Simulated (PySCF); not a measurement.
BH7N2Si.
Bonds: B1–N2, N2–Si3, Si3–N4. Hydrogens: H5, H6 on B1; H7 on N2; H8, H9 on Si3; H10, H11 on N4.

Computed with PySCF, PBE0-D3(BJ)/def2-SVP geometry optimisation, gas phase.

(1) What internal coordinates does the optimisation give?

Answers

(1) 
```tsv
bond	length (Å)	order
B1–N2	1.401	single
N2–Si3	1.760	single
Si3–N4	1.722	single
B1–H5, B1–H6	1.211	single
N2–H7	1.017	single
Si3–H8, Si3–H9	1.493	single
N4–H10, N4–H11	1.013	single
```

Bonds in one row agree within 0.01 Å and their mean is given. Orders are formal, as drawn. A selection of angles:
```tsv
angle	degrees
N2–B1–H5	119.7
H5–B1–H6	121.0
B1–N2–Si3	127.6
B1–N2–H7	117.0
Si3–N2–H7	115.5
N2–Si3–N4	109.3
N2–Si3–H8	111.7
N2–Si3–H9	104.4
N4–Si3–H8	104.7
N4–Si3–H9	116.9
H8–Si3–H9	110.1
Si3–N4–H10	120.3
Si3–N4–H11	121.8
H10–N4–H11	111.6
```

Dihedral angles: B1–N2–Si3–N4 -129° (anticlinal). The mirror-image conformer, all signs reversed, is as good.

N2 (silicon-bound nitrogen) is planar (angles 127.6°, 117.0° and 115.5°, sum 360.0°, 0.00 Å off the plane of its three neighbours). N4 (silicon-bound nitrogen) has angles 121.8°, 120.3° and 111.6°, sum 353.7°, 0.17 Å off the plane of its three neighbours. Si3 (SiH2 silicon) is distorted tetrahedral (angles from 104.4° to 116.9°). B1 (three-coordinate boron) is planar (angles 121.0°, 119.7° and 119.3°, sum 360.0°, 0.00 Å off the plane of its three neighbours). The 2 N–Si bonds span 1.722 Å (Si3–N4, drawn single) to 1.760 Å (N2–Si3, drawn single), a spread of 0.038 Å.

Point group: C1 (no symmetry element, even within 0.4 Å). Not checked by PBE0-D3(BJ)/def2-SVP frequencies. The numbers are those of one conformer (B1–N2–Si3–N4 -129°, N2–Si3–N4–H -142° and 68°).
